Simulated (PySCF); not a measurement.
# C (carbon, neutral) across methods

[He] 2s1 2p2 3s1, high-spin 5P determinant (an excited configuration). All numbers are calculated (PySCF 2.14, scalar relativity by spin-free X2C-1e, in aug-cc-pCVQZ-DK (9s8p6d4f2g, 109 functions)).

```tsv
method	E (hartree)	mean ε 2s α (eV)	mean ε 2p α (eV)	mean ε 3s α (eV)	Σ⟨r²⟩ (bohr²)	⟨S²⟩
r2SCAN	-37.3937	-22.284	-13.296	-1.971	35.11	6.000
TPSS	-37.4046	-21.712	-12.827	-1.961	35.34	6.000
LDA	-37.0151	-21.127	-12.623	-1.995	34.62	6.000
PBE0	-37.3594	-23.787	-14.564	-2.426	35.06	6.000
UHF	-37.30309	-30.797	-19.871	-3.433	35.10	6.000
BP86	-37.3928	-21.385	-12.734	-2.070	34.79	6.000
PBE	-37.3487	-21.319	-12.678	-1.989	34.98	6.000
```

**Question.** Estimate the same row for BLYP.

**Answer.** E (hartree) = -37.3798; mean ε 2s α (eV) = -20.927; mean ε 2p α (eV) = -12.377; mean ε 3s α (eV) = -1.732; Σ⟨r²⟩ (bohr²) = 34.85; ⟨S²⟩ = 6.000.

The outer electron is Rydberg-like, and this basis confines it to a smaller radius and binds it less than a complete one would.
